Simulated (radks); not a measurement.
The numbers below are computed, except where a source is named.
Removal energies from the niobium ion Nb3+, [Kr] 4d(3/2: 2, 5/2: 0), by Delta-SCF beside the eigenvalue of the level emptied. Code: a radial shooting solver on a logarithmic mesh with Libxc functionals. Model: Dirac Kohn-Sham, relativistic LDA (MacDonald-Vosko exchange, VWN5 correlation), spin-unpolarised, spherical densities, finite nucleus; Fermi nuclear charge, rms radius of each element as measured or else 0.836 A^(1/3) + 0.57 fm. Sub-shells are occupied by j as written (lower j first in brackets).

| removed from | final configuration | Delta-SCF (eV) | -eigenvalue (eV) |
|---|---|---|---|
| 4d3/2 | [Kr] 4d(3/2: 1, 5/2: 0) | 37.230 | 30.908 |
| 4p3/2 | [Ar] 3d10 4s2 4p(1/2: 2, 3/2: 3) 4d(3/2: 2, 5/2: 0) | 71.737 | 63.932 |
| 4p1/2 | [Ar] 3d10 4s2 4p(1/2: 1, 3/2: 4) 4d(3/2: 2, 5/2: 0) | 74.083 | 66.152 |
| 4s1/2 | [Ar] 3d10 4s1 4p6 4d(3/2: 2, 5/2: 0) | 97.213 | 88.778 |
